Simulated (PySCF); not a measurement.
**Spin-rotation constants: `CC[n+]1csc(C#N)c1`, [C6H7N2S]+, charge +1**

Molfile (atoms numbered from 1):
```
C6H7N2S
     RDKit          3D

 16 16  0  0  0  0  0  0  0  0999 V2000
   -2.1469   -0.3306    0.6029 C   0  0  0  0  0  0  0  0  0  0  0  0
   -1.3960    0.0339   -0.6740 C   0  0  0  0  0  0  0  0  0  0  0  0
   -0.0083    0.3464   -0.3755 N   0  0  0  0  0  0  0  0  0  0  0  0
    0.4371    1.5702   -0.1406 C   0  0  0  0  0  0  0  0  0  0  0  0
    2.0740    1.6395    0.2615 S   0  0  0  0  0  0  0  0  0  0  0  0
    2.1649   -0.0887    0.1085 C   0  0  0  0  0  0  0  0  0  0  0  0
    3.3588   -0.8045    0.3259 C   0  0  0  0  0  0  0  0  0  0  0  0
    4.3266   -1.3848    0.5059 N   0  0  0  0  0  0  0  0  0  0  0  0
    0.9484   -0.6040   -0.2379 C   0  0  0  0  0  0  0  0  0  0  0  0
   -3.1760   -0.5690    0.3518 H   0  0  0  0  0  0  0  0  0  0  0  0
   -2.1506    0.5006    1.3033 H   0  0  0  0  0  0  0  0  0  0  0  0
   -1.7043   -1.1977    1.0864 H   0  0  0  0  0  0  0  0  0  0  0  0
   -1.4154   -0.8019   -1.3757 H   0  0  0  0  0  0  0  0  0  0  0  0
   -1.8543    0.9038   -1.1470 H   0  0  0  0  0  0  0  0  0  0  0  0
   -0.1929    2.4400   -0.2053 H   0  0  0  0  0  0  0  0  0  0  0  0
    0.7275   -1.6444   -0.4016 H   0  0  0  0  0  0  0  0  0  0  0  0
  1  2  1  0
  2  3  1  0
  3  4  2  0
  4  5  1  0
  5  6  1  0
  6  7  1  0
  7  8  3  0
  6  9  2  0
  9  3  1  0
  1 10  1  0
  1 11  1  0
  1 12  1  0
  2 13  1  0
  2 14  1  0
  4 15  1  0
  9 16  1  0
M  CHG  1   3   1
M  END
```

Theory: PySCF, GIAO CAM-B3LYP/pcSseg-1 magnetisability, rotational g tensor and spin-rotation constants, non-relativistic, gas phase. Geometry: GFN2-xTB.

For an ion the centre-of-mass motion in the field is neglected.

**Question.** Give the nuclear spin-rotation constants along the inertial axes (H = +C I·J) beside the isotropic shieldings.

**Answer.** Rotational constants 2.8261, 0.9047, 0.7284 GHz. A star marks the isotopologue with that one atom substituted, in its own axes.
```csv
atom,isotope,Caa (kHz),Cbb (kHz),Ccc (kHz),mean (kHz),σ (ppm)
N3,14N,0.530,0.148,0.045,0.241,8.0
N8,14N,0.262,0.189,0.190,0.213,-102.2
H10,1H,-0.002,-0.106,-0.087,-0.065,29.6
H11,1H,-0.341,-0.055,-0.047,-0.147,30.1
H12,1H,-0.240,-0.045,-0.079,-0.121,29.9
H13,1H,-0.319,-0.031,-0.042,-0.131,27.1
H14,1H,-0.170,-0.035,-0.078,-0.094,27.2
H15,1H,-0.078,0.008,-0.096,-0.055,22.8
H16,1H,-0.334,0.079,-0.091,-0.115,23.5
C1,13C*,0.402,0.141,0.101,0.215,162.5
C2,13C*,0.446,0.200,0.148,0.265,130.0
C4,13C*,1.192,0.462,0.138,0.597,11.2
S5,33S*,1.282,0.446,0.221,0.650,149.8
C6,13C*,1.211,0.327,0.113,0.550,51.0
C7,13C*,0.168,0.323,0.306,0.266,74.7
C9,13C*,1.100,0.411,0.135,0.549,32.6
```
For the geometry as given, no vibrational averaging.
